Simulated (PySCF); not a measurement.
# GaSI at several levels of theory

All levels use the PBE0 minimum (singlet; Ga–I 2.426 Å, Ga–S 2.013 Å; I–Ga–S 180.0°), basis [Ga def2-TZVP, S def2-TZVP, I def2-TZVP with ECP28], scalar-relativistic core potentials, density fitting, no spin–orbit coupling, PySCF. For vertical energies the ionised species is a doublet (spins chosen at PBE0 and kept) and the electron-attached one a doublet. Atomisation goes to high-spin ground-configuration atoms, without zero-point energy. Open shells are unrestricted, also as the reference of the correlated levels. A dash marks a value that was not computed or is not defined at that level.

```json
{"level": "PBE0", "atomisation (kJ/mol)": "?", "vertical IP (eV)": "?", "vertical EA (eV)": "?", "−ε(HOMO) (eV)": "?", "gap (eV)": "?", "dipole (D)": "?"}
{"level": "HF", "atomisation (kJ/mol)": "397", "vertical IP (eV)": "7.96", "vertical EA (eV)": "-0.14", "−ε(HOMO) (eV)": "9.65", "gap (eV)": "10.41", "dipole (D)": "4.21"}
{"level": "MP2", "atomisation (kJ/mol)": "691", "vertical IP (eV)": "9.37", "vertical EA (eV)": "0.50", "−ε(HOMO) (eV)": "–", "gap (eV)": "–", "dipole (D)": "–"}
{"level": "PBE", "atomisation (kJ/mol)": "?", "vertical IP (eV)": "?", "vertical EA (eV)": "?", "−ε(HOMO) (eV)": "?", "gap (eV)": "?", "dipole (D)": "?"}
{"level": "r2SCAN", "atomisation (kJ/mol)": "679", "vertical IP (eV)": "9.23", "vertical EA (eV)": "0.77", "−ε(HOMO) (eV)": "6.50", "gap (eV)": "3.40", "dipole (D)": "3.35"}
{"level": "B3LYP", "atomisation (kJ/mol)": "617", "vertical IP (eV)": "9.23", "vertical EA (eV)": "0.77", "−ε(HOMO) (eV)": "7.07", "gap (eV)": "4.36", "dipole (D)": "3.34"}
{"level": "TPSSh", "atomisation (kJ/mol)": "662", "vertical IP (eV)": "9.17", "vertical EA (eV)": "0.67", "−ε(HOMO) (eV)": "6.72", "gap (eV)": "3.89", "dipole (D)": "3.37"}
{"level": "BHandHLYP", "atomisation (kJ/mol)": "587", "vertical IP (eV)": "9.02", "vertical EA (eV)": "0.60", "−ε(HOMO) (eV)": "8.20", "gap (eV)": "6.60", "dipole (D)": "3.68"}
{"level": "M06-2X", "atomisation (kJ/mol)": "633", "vertical IP (eV)": "9.29", "vertical EA (eV)": "0.61", "−ε(HOMO) (eV)": "8.34", "gap (eV)": "6.75", "dipole (D)": "3.62"}
```

**Question.** Fill in the row of PBE.

**Answer.** atomisation (kJ/mol) 679, vertical IP (eV) 9.16, vertical EA (eV) 0.73, −ε(HOMO) (eV) 6.24, gap (eV) 2.97, dipole (D) 3.19.

**Question.** Fill in the row of PBE0.

**Answer.** atomisation (kJ/mol) 657, vertical IP (eV) 9.20, vertical EA (eV) 0.72, −ε(HOMO) (eV) 7.30, gap (eV) 4.84, dipole (D) 3.50.

Without diffuse functions attachment energies tend to come out too low.
